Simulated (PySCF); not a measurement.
InHCl2, optimised at PBE/def2-SVP:

```xyz
4

In     0.4455    -0.1323    -0.2227
Cl    -0.2385     0.9450    -2.2073
Cl    -0.2250    -2.3932    -0.1472
H      1.3329     0.6429     1.0270
```

Energies from PySCF (xtb for GFN2), thermal terms from the rigid-rotor harmonic-oscillator model, ideal gas at 1 bar. All species are closed-shell singlets. In: scalar-relativistic def2 core potential, no spin-orbit coupling. InHCl2: computed as isolated molecules; such fragments, hydroxides, amides, oligomers or adducts are transient or little studied in the gas.

List the harmonic frequencies (cm⁻¹, unscaled) at this level and at the other levels, each on its own geometry.


- PBE/def2-SVP: 100, 350, 355, 362, 450, 1792
- GFN2-xTB: 87, 300, 324, 325, 412, 1509
- PBE0/def2-TZVP: 101, 362, 367, 380, 467, 1907
